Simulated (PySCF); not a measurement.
A PySCF script (with the pyscf-properties extension) for the NMR shieldings of SMILES C#C[Si@@]1(Cl)O[Si@H](C)[SiH2][SiH2]1, C$_{3}$H$_{9}$ClOSi$_{4}$, on a GFN2-xTB geometry:

```python
import basis_set_exchange as bse
import numpy as np
from pyscf import gto, dft
from pyscf.prop import nmr

atoms = """
C     2.855455    3.044869   -0.552220
C     2.199562    2.166591   -0.059081
Si    1.245541    0.765700    0.691091
Cl    1.123047    1.147780    2.682426
O    -0.272306    0.942727    0.103090
Si   -1.465188    0.035227   -0.580144
C    -2.899163   -0.032303    0.662445
Si   -0.336239   -1.982054   -0.892463
Si    1.731734   -1.421275    0.074773
H     3.416171    3.826261   -0.979539
H    -1.833238    0.850345   -1.742565
H    -3.215108    0.965075    0.957067
H    -2.616670   -0.564260    1.568014
H    -3.758956   -0.540056    0.235475
H    -1.000395   -3.132807   -0.254933
H    -0.231617   -2.383297   -2.304583
H     2.884529   -1.443262   -0.839217
H     2.164082   -2.238943    1.218708
"""
names = dict.fromkeys(["C", "Si", "Cl", "O", "H"], "pcSseg-1")
basis = {el: gto.basis.parse(bse.get_basis(n, elements=[el], fmt="nwchem")) for el, n in names.items()}
mol = gto.M(atom=atoms, basis=basis, charge=0, verbose=0)
mf = dft.RKS(mol, xc="PBE0")
mf.grids.level = 2
mf.grids.alignment = dft.numint.BLKSIZE   # the property module wants whole blocks of grid points
mf.conv_tol = 1e-9
mf.kernel()

calc = nmr.RKS(mf)   # GIAO
C = mf.mo_coeff
Co = C[:, mf.mo_occ > 0]
resp = mf.gen_response(singlet=True, hermi=2)
def vind(x):   # induced exchange potential for any number of trial vectors
    d = np.einsum("pi,xij,qj->xpq", C, 2 * x.reshape(-1, C.shape[1], Co.shape[1]), Co, optimize=True)
    return np.einsum("xpq,pi,qj->xij", resp(d - d.transpose(0, 2, 1)), C, Co, optimize=True).ravel()
mo1, _ = nmr.rhf.solve_mo1(calc, with_cphf=vind)
sigma = calc.kernel(mo1)
for i, s in enumerate(sigma):   # ppm
    print("%2d %-2s %9.2f" % (i, mol.atom_pure_symbol(i), np.trace(s) / 3))
```

Task: Give the expected output.

Result: 
```
 0 C      86.12
 1 C      95.17
 2 Si    358.09
 3 Cl    841.65
 4 O     216.40
 5 Si    350.29
 6 C     182.61
 7 Si    468.55
 8 Si    466.70
 9 H      29.63
10 H      26.09
11 H      30.68
12 H      31.22
13 H      31.74
14 H      28.25
15 H      28.17
16 H      28.18
17 H      28.23
```

These numbers come from an equivalent density-fitted implementation of the same equations, which agrees with the script to about 0.01 ppm for H and up to a few tenths of a ppm for heavy atoms, so last digits may differ.

Task: Turn these shieldings into chemical shifts. Chemical shifts δ = σref − σ; $^{13}$C (σref 186.93), $^{29}$Si (σref 349.16), $^{1}$H (σref 31.72) against TMS; HCl for $^{35}$Cl (σref 949.78); H2O for $^{17}$O (σref 336.08), all at this level.

Result: Averaging equivalent atoms: C 0: 100.8; C 1: 91.8; C 6: 4.3; Si 5: -1.1; Si 2: -8.9; Si 8: -117.5; Si 7: -119.4; Cl 3: 108; O 4: 119.7; H 10: 5.62; H 15: 3.55; H 16: 3.54; H 17: 3.49; H 14: 3.47; H 9: 2.09; H 11/12/13: 0.50 ppm. Experimental scales use liquid or dissolved standards, which lie at an offset from isolated H2O (liquid H2O: subtract about 36 ppm).

Size and cost of the density-fitted run: 233 basis functions, 52 s wall time on 1 thread of an Arm Neoverse V2, shared host; peak memory 0.99 GiB.
